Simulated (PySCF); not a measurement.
Isomerisation enthalpies of C3H7Br

**Measured values to compare with.**

CRC Handbook of Chemistry and Physics lists, for the gas at 298.15 K: enthalpy of formation of `CC(C)Br` (2-bromopropane) -99.4 kJ/mol; enthalpy of formation of `CCCBr` -87 kJ/mol.

The runs below try to reproduce these values; the comparison stands at the end.

Differences of these values give the isomerisation enthalpies. Geometries: PBE0-D3(BJ)/def2-SVP; runs in PySCF, gas phase, with a dispersion term only where the level names one. Total electronic energies (Eh):

| SMILES | PBE0-D3(BJ)/def2-SVP |
| --- | --- |
| CC(C)Br | -2691.86254 |
| CCCBr | -2691.85935 |

Geometry of `CC(C)Br` (Å):
```
atom  x, y, z in Å
C1    -1.6022   -0.3325    0.0044
C2    -0.1856    0.1867    0.1139
C3     0.8668   -0.8993    0.0861
Br4    0.1564    1.4602   -1.3507
H5    -1.7477   -0.8828   -0.9374
H6    -2.3362    0.4843    0.0448
H7    -1.8050   -1.0220    0.8401
H8    -0.0731    0.8070    1.0143
H9     0.6963   -1.5966    0.9232
H10    1.8794   -0.4835    0.1829
H11    0.8168   -1.4713   -0.8523
```

Geometry of `CCCBr` (Å):
```
atom  x, y, z in Å
C1    -1.6799    0.4921   -0.0560
C2    -0.9555   -0.6799   -0.6948
C3     0.3257   -0.3179   -1.4145
Br4    1.6881    0.4028   -0.2182
H5    -1.0586    0.9646    0.7191
H6    -1.9280    1.2640   -0.8022
H7    -2.6194    0.1654    0.4136
H8    -0.7384   -1.4541    0.0595
H9    -1.6084   -1.1596   -1.4461
H10    0.7906   -1.1936   -1.8846
H11    0.1652    0.4533   -2.1803
```

Zero-point and thermal terms are left out, so the computed numbers are electronic energies.

## Comparison

Relative to `CC(C)Br`, the lowest by measurement, in kJ/mol (measured: enthalpies at 298.15 K; computed: electronic energies):

```tsv
SMILES	measured	PBE0-D3(BJ)/def2-SVP
CC(C)Br	0.0	0.0
CCCBr	12.4	8.4
```

Measured values: -99.4 kJ/mol (298.15 K; CRC Handbook of Chemistry and Physics) for the first row; the others come from the same table. Unsigned miss: PBE0-D3(BJ)/def2-SVP 4.0 kJ/mol. One conformer stands for `CCCBr`, not necessarily the lowest, while the measurement averages over conformers. Where a level misses, the cause wasn't examined.
